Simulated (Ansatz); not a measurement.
Born–Oppenheimer molecular dynamics of a periodic cell of 36 atoms, H$_{13}$C$_{3}$S$_{2}$ (contents 3 C2H6 + 4 SH2, density as packed 0.56 g/cm³ with natural masses). It goes on from the last frame of an earlier run, with new velocities.

These are results of Ansatz 0.2.0, DFT PBE-D3(BJ), scalar-relativistic, plane waves, PAW, not measurements. Settings: accuracy low, cutoff 420 eV, k mesh 1x1x1, fermi-dirac smearing 0.05 eV, no spin polarisation.

```
ensemble        : NVT, Langevin thermostat
time step       : 0.5 fs
steps asked     : 320
set temperature : 300 K
friction        : 0.005 /fs
seed            : 827124
```

Frames 0.5 fs apart, positions in Å, forces in eV/Å.

Velocities at 85.0 fs (Å/ps):

```
C 4.14 0.67 -3.51
C -6.48 6.41 10.87
H -4.57 -1.53 9.68
H -14.07 11.46 -16.90
H 7.59 7.06 25.40
H 2.52 -33.33 -17.82
H 19.30 -2.39 -0.48
H 0.88 -6.23 1.23
C -0.47 -2.05 10.50
C 5.61 5.19 2.96
H 18.56 5.50 17.37
H 18.90 7.95 -40.46
H -7.16 5.06 -13.45
H -3.94 4.36 -10.95
H 12.16 -23.93 -18.28
H 10.44 7.90 -12.62
C 4.28 -4.08 -0.49
C -2.29 -2.98 -1.04
H 5.90 -12.32 3.74
H 21.06 -17.73 8.43
H 0.33 5.94 -0.50
H -7.32 11.30 -11.89
H 6.76 16.65 21.77
H -17.99 1.41 -3.44
S 1.71 -2.50 1.77
H -7.61 26.88 2.85
H 11.39 -19.03 10.25
S -2.55 5.87 -4.15
H -16.67 -23.27 6.29
H -3.53 40.65 5.61
S -3.15 -5.33 -2.30
H 5.68 -29.79 -11.07
H 24.93 -20.81 -20.02
S 1.40 5.92 1.32
H 5.26 -7.85 -33.13
H 9.40 -14.88 0.08
```

```xyz
36
Lattice="8.7538 0.0000 0.0000 0.0000 8.7538 0.0000 0.0000 0.0000 8.7538" Properties=species:S:1:pos:R:3:forces:R:3 time_fs=85.0 energy_less_start_eV=-0.090 T=322
C 6.189 -0.109 1.039 0.96 -0.46 -0.69
C 5.359 1.082 1.460 0.09 1.82 1.25
H 6.772 -0.643 1.844 -0.80 0.47 -0.36
H 5.473 -0.827 0.565 0.72 0.17 0.20
H 6.987 0.166 0.266 -0.97 -0.20 0.63
H 4.921 1.616 0.602 0.04 -0.38 0.03
H 4.528 0.815 2.119 -0.28 -0.45 -0.10
H 5.825 1.922 2.098 0.17 -1.17 -0.94
C 3.444 4.314 8.758 0.97 -0.85 -0.91
C 4.940 4.233 8.289 -0.95 0.69 0.02
H 2.894 5.102 8.238 -0.02 0.32 0.17
H 3.006 3.359 8.416 -0.34 0.20 0.51
H 3.426 4.432 9.844 -0.38 -0.06 0.02
H 5.295 3.236 8.582 0.46 0.41 0.34
H 4.978 4.199 7.171 0.22 0.55 0.64
H 5.470 5.108 8.780 0.05 -1.06 -0.84
C 6.300 1.449 5.836 -0.59 -1.53 -0.64
C 6.202 0.192 4.899 -0.09 -0.55 2.13
H 5.415 1.616 6.456 -0.34 -0.06 -0.29
H 7.076 1.282 6.541 1.16 -0.05 0.76
H 6.537 2.322 5.269 0.06 0.90 -0.43
H 7.008 0.149 4.174 0.24 0.08 -0.21
H 6.245 -0.769 5.529 0.03 1.13 -0.75
H 5.247 0.161 4.402 -0.47 0.04 -0.50
S 1.956 0.640 7.691 -0.06 0.85 -0.25
H 1.451 1.715 6.942 0.27 -0.86 0.34
H 1.275 -0.303 7.023 -0.16 -0.03 -0.25
S -0.049 4.012 9.203 0.62 0.00 0.23
H -1.345 3.748 8.972 -0.29 0.19 -0.27
H 0.082 5.002 8.286 -0.32 -0.16 0.00
S 0.946 0.754 2.560 -0.03 -0.13 -0.16
H 1.866 1.443 1.825 -0.35 -0.22 0.01
H 0.198 0.364 1.483 0.38 0.26 0.16
S 9.371 3.347 5.066 0.36 0.50 -0.37
H 10.224 4.068 4.267 -0.20 -0.12 0.47
H 9.121 2.575 3.975 -0.16 -0.25 0.05
36
Lattice="8.7538 0.0000 0.0000 0.0000 8.7538 0.0000 0.0000 0.0000 8.7538" Properties=species:S:1:pos:R:3:forces:R:3 time_fs=85.5 energy_less_start_eV=-0.087 T=323
C 6.192 -0.108 1.037 0.69 -0.44 -0.41
C 5.356 1.085 1.466 0.45 1.58 0.80
H 6.769 -0.643 1.848 -0.82 0.44 -0.41
H 5.467 -0.821 0.557 0.82 0.21 0.24
H 6.989 0.169 0.280 -0.85 -0.15 0.45
H 4.922 1.599 0.593 0.01 -0.28 0.11
H 4.537 0.813 2.118 -0.57 -0.52 0.11
H 5.825 1.918 2.097 0.19 -1.02 -0.88
C 3.444 4.313 8.763 1.13 -0.86 -1.35
C 4.943 4.235 8.290 -1.01 0.65 -0.29
H 2.903 5.105 8.248 -0.10 0.40 0.09
H 3.015 3.363 8.397 -0.38 0.19 0.60
H 3.422 4.435 9.838 -0.37 -0.11 0.38
H 5.294 3.239 8.577 0.51 0.32 0.43
H 4.984 4.187 7.163 0.16 0.62 0.90
H 5.475 5.110 8.773 0.07 -1.03 -0.80
C 6.302 1.446 5.836 -0.28 -1.45 -0.47
C 6.201 0.191 4.899 -0.27 -0.43 1.97
H 5.417 1.610 6.457 -0.34 -0.04 -0.27
H 7.088 1.274 6.546 0.84 0.04 0.47
H 6.537 2.326 5.269 0.04 0.76 -0.33
H 7.005 0.155 4.168 0.19 0.04 -0.15
H 6.248 -0.760 5.539 0.03 1.03 -0.80
H 5.237 0.162 4.399 -0.22 0.02 -0.34
S 1.957 0.639 7.692 -0.12 0.98 -0.34
H 1.447 1.727 6.943 0.33 -1.05 0.42
H 1.280 -0.313 7.028 -0.15 0.02 -0.25
S -0.051 4.015 9.201 0.46 0.09 0.07
H -1.354 3.736 8.975 -0.07 0.26 -0.25
H 0.080 5.022 8.289 -0.38 -0.33 0.14
S 0.944 0.752 2.558 -0.04 -0.15 -0.20
H 1.868 1.428 1.819 -0.32 -0.19 0.02
H 0.212 0.353 1.473 0.36 0.25 0.20
S 9.372 3.350 5.067 0.43 0.48 -0.61
H 10.227 4.064 4.251 -0.29 -0.18 0.58
H 9.126 2.567 3.975 -0.15 -0.19 0.17
36
Lattice="8.7538 0.0000 0.0000 0.0000 8.7538 0.0000 0.0000 0.0000 8.7538" Properties=species:S:1:pos:R:3:forces:R:3 time_fs=86.0 energy_less_start_eV=-0.077 T=323
C 6.194 -0.108 1.035 0.36 -0.40 -0.11
C 5.353 1.089 1.472 0.74 1.27 0.34
H 6.763 -0.642 1.850 -0.80 0.39 -0.41
H 5.462 -0.812 0.550 0.89 0.21 0.26
H 6.990 0.171 0.295 -0.66 -0.08 0.22
H 4.923 1.582 0.584 -0.02 -0.18 0.19
H 4.545 0.810 2.118 -0.83 -0.59 0.29
H 5.827 1.911 2.094 0.24 -0.80 -0.78
C 3.444 4.312 8.767 1.26 -0.85 -1.74
C 4.945 4.238 8.292 -1.08 0.56 -0.55
H 2.913 5.109 8.257 -0.17 0.46 0.01
H 3.023 3.367 8.379 -0.42 0.18 0.68
H 3.417 4.438 9.832 -0.36 -0.16 0.70
H 5.294 3.243 8.574 0.56 0.23 0.51
H 4.991 4.177 7.157 0.10 0.68 1.08
H 5.479 5.111 8.764 0.12 -0.93 -0.72
C 6.304 1.444 5.835 0.07 -1.31 -0.31
C 6.199 0.189 4.899 -0.42 -0.26 1.72
H 5.419 1.605 6.457 -0.33 -0.03 -0.24
H 7.101 1.265 6.553 0.49 0.14 0.15
H 6.537 2.332 5.267 0.00 0.55 -0.19
H 7.002 0.162 4.160 0.11 -0.01 -0.06
H 6.250 -0.749 5.548 0.02 0.88 -0.81
H 5.227 0.162 4.397 0.04 0.01 -0.18
S 1.958 0.638 7.693 -0.18 1.06 -0.41
H 1.445 1.737 6.945 0.37 -1.19 0.48
H 1.286 -0.323 7.032 -0.13 0.09 -0.24
S -0.052 4.018 9.199 0.29 0.17 -0.08
H -1.364 3.727 8.976 0.15 0.34 -0.23
H 0.077 5.042 8.292 -0.42 -0.49 0.27
S 0.943 0.749 2.557 -0.05 -0.16 -0.22
H 1.870 1.413 1.814 -0.27 -0.15 0.03
H 0.226 0.343 1.465 0.33 0.24 0.21
S 9.373 3.353 5.067 0.49 0.44 -0.82
H 10.229 4.058 4.236 -0.36 -0.21 0.67
H 9.131 2.558 3.974 -0.14 -0.11 0.29
36
Lattice="8.7538 0.0000 0.0000 0.0000 8.7538 0.0000 0.0000 0.0000 8.7538" Properties=species:S:1:pos:R:3:forces:R:3 time_fs=86.5 energy_less_start_eV=-0.057 T=318
C 6.197 -0.108 1.033 -0.02 -0.32 0.23
C 5.351 1.093 1.477 0.95 0.88 -0.11
H 6.756 -0.641 1.851 -0.75 0.31 -0.37
H 5.459 -0.803 0.545 0.91 0.17 0.25
H 6.988 0.174 0.312 -0.40 0.01 -0.07
H 4.924 1.564 0.576 -0.05 -0.07 0.25
H 4.550 0.805 2.119 -1.02 -0.63 0.44
H 5.829 1.902 2.090 0.32 -0.53 -0.63
C 3.444 4.311 8.771 1.35 -0.79 -2.06
C 4.947 4.242 8.293 -1.15 0.39 -0.78
H 2.921 5.114 8.267 -0.22 0.50 -0.05
H 3.029 3.372 8.363 -0.46 0.17 0.75
H 3.410 4.442 9.829 -0.34 -0.22 0.94
H 5.295 3.247 8.571 0.60 0.16 0.57
H 4.997 4.168 7.153 0.04 0.73 1.21
H 5.484 5.109 8.752 0.18 -0.77 -0.61
C 6.306 1.441 5.834 0.42 -1.11 -0.19
C 6.198 0.187 4.899 -0.54 -0.04 1.39
H 5.420 1.599 6.455 -0.31 -0.02 -0.21
H 7.115 1.256 6.559 0.14 0.24 -0.15
H 6.538 2.339 5.264 -0.04 0.30 -0.02
H 7.000 0.169 4.152 0.00 -0.05 0.06
H 6.253 -0.736 5.554 0.03 0.67 -0.78
H 5.216 0.163 4.394 0.29 -0.01 -0.03
S 1.959 0.637 7.694 -0.24 1.08 -0.47
H 1.444 1.745 6.947 0.39 -1.29 0.51
H 1.291 -0.333 7.034 -0.10 0.18 -0.21
S -0.053 4.021 9.197 0.14 0.23 -0.19
H -1.373 3.719 8.978 0.34 0.41 -0.21
H 0.073 5.061 8.296 -0.46 -0.62 0.36
S 0.941 0.746 2.556 -0.06 -0.17 -0.21
H 1.871 1.397 1.809 -0.21 -0.11 0.03
H 0.241 0.333 1.457 0.28 0.21 0.20
S 9.373 3.356 5.068 0.52 0.38 -1.01
H 10.231 4.052 4.223 -0.40 -0.23 0.74
H 9.136 2.549 3.975 -0.14 -0.04 0.41
36
Lattice="8.7538 0.0000 0.0000 0.0000 8.7538 0.0000 0.0000 0.0000 8.7538" Properties=species:S:1:pos:R:3:forces:R:3 time_fs=87.0 energy_less_start_eV=-0.030 T=307
C 6.199 -0.108 1.031 -0.44 -0.22 0.58
C 5.348 1.097 1.482 1.03 0.41 -0.52
H 6.747 -0.639 1.851 -0.67 0.22 -0.28
H 5.459 -0.794 0.540 0.88 0.11 0.21
H 6.986 0.177 0.328 -0.09 0.12 -0.38
H 4.925 1.546 0.570 -0.09 0.04 0.31
H 4.553 0.799 2.120 -1.12 -0.63 0.52
H 5.832 1.891 2.084 0.42 -0.22 -0.44
C 3.445 4.309 8.775 1.42 -0.68 -2.27
C 4.949 4.245 8.294 -1.23 0.16 -0.95
H 2.928 5.120 8.276 -0.24 0.51 -0.10
H 3.033 3.378 8.348 -0.49 0.13 0.80
H 3.403 4.446 9.828 -0.32 -0.28 1.09
H 5.297 3.252 8.571 0.61 0.10 0.61
H 5.004 4.160 7.152 -0.01 0.77 1.27
H 5.490 5.104 8.739 0.27 -0.56 -0.47
C 6.308 1.438 5.833 0.72 -0.87 -0.08
C 6.197 0.186 4.899 -0.62 0.22 1.01
H 5.420 1.593 6.454 -0.27 -0.01 -0.19
H 7.129 1.247 6.565 -0.19 0.33 -0.42
H 6.538 2.347 5.261 -0.08 0.03 0.15
H 6.998 0.176 4.144 -0.12 -0.10 0.19
H 6.256 -0.721 5.558 0.03 0.40 -0.70
H 5.206 0.165 4.391 0.52 -0.03 0.11
S 1.960 0.635 7.695 -0.28 1.04 -0.51
H 1.443 1.749 6.950 0.39 -1.34 0.51
H 1.296 -0.343 7.037 -0.06 0.27 -0.18
S -0.054 4.023 9.195 0.01 0.27 -0.27
H -1.380 3.712 8.979 0.50 0.46 -0.20
H 0.069 5.077 8.301 -0.49 -0.71 0.43
S 0.939 0.743 2.554 -0.07 -0.19 -0.19
H 1.872 1.380 1.804 -0.14 -0.06 0.03
H 0.257 0.323 1.450 0.22 0.19 0.20
S 9.374 3.359 5.068 0.54 0.31 -1.15
H 10.232 4.045 4.211 -0.42 -0.23 0.78
H 9.141 2.540 3.975 -0.13 0.03 0.51
36
Lattice="8.7538 0.0000 0.0000 0.0000 8.7538 0.0000 0.0000 0.0000 8.7538" Properties=species:S:1:pos:R:3:forces:R:3 time_fs=87.5 energy_less_start_eV=0.003 T=305
C 6.201 -0.108 1.029 -0.83 -0.08 0.88
C 5.345 1.102 1.488 0.97 -0.11 -0.87
H 6.736 -0.636 1.850 -0.56 0.09 -0.16
H 5.461 -0.784 0.535 0.82 0.02 0.15
H 6.983 0.180 0.343 0.23 0.24 -0.68
H 4.925 1.529 0.563 -0.12 0.14 0.37
H 4.554 0.790 2.123 -1.10 -0.58 0.52
H 5.836 1.881 2.077 0.53 0.12 -0.23
C 3.446 4.308 8.777 1.46 -0.48 -2.35
C 4.950 4.248 8.295 -1.32 -0.10 -1.06
H 2.934 5.126 8.285 -0.24 0.48 -0.12
H 3.036 3.385 8.335 -0.52 0.07 0.82
H 3.395 4.449 9.829 -0.29 -0.35 1.11
H 5.302 3.258 8.571 0.62 0.05 0.64
H 5.010 4.155 7.153 -0.07 0.78 1.25
H 5.497 5.098 8.725 0.37 -0.30 -0.31
C 6.310 1.434 5.833 0.95 -0.62 0.02
C 6.196 0.185 4.900 -0.69 0.51 0.61
H 5.420 1.588 6.451 -0.20 -0.02 -0.17
H 7.144 1.239 6.571 -0.48 0.41 -0.65
H 6.538 2.355 5.259 -0.12 -0.23 0.30
H 6.995 0.182 4.135 -0.22 -0.14 0.31
H 6.259 -0.706 5.562 0.03 0.11 -0.59
H 5.198 0.168 4.389 0.71 -0.05 0.24
S 1.961 0.635 7.696 -0.29 0.98 -0.51
H 1.444 1.750 6.955 0.38 -1.36 0.49
H 1.302 -0.353 7.038 -0.03 0.34 -0.16
S -0.055 4.026 9.194 -0.09 0.28 -0.32
H -1.386 3.705 8.979 0.62 0.51 -0.19
H 0.064 5.092 8.307 -0.50 -0.78 0.46
S 0.937 0.741 2.553 -0.08 -0.21 -0.18
H 1.872 1.363 1.798 -0.07 -0.01 0.02
H 0.272 0.314 1.442 0.17 0.16 0.19
S 9.375 3.362 5.068 0.53 0.23 -1.25
H 10.232 4.037 4.201 -0.41 -0.21 0.80
H 9.146 2.531 3.977 -0.13 0.09 0.59
```

Of the whole run (160 fs, mean temperature of the second half 313 K): A run of 0.16 ps of so small a system gives no equilibrium averages. Limits of this set-up: coarse k mesh, low accuracy level.

Time of the run: 14 min on 1 thread of Arm Neoverse V1, with other jobs on the host, peak memory 0.56 GiB.
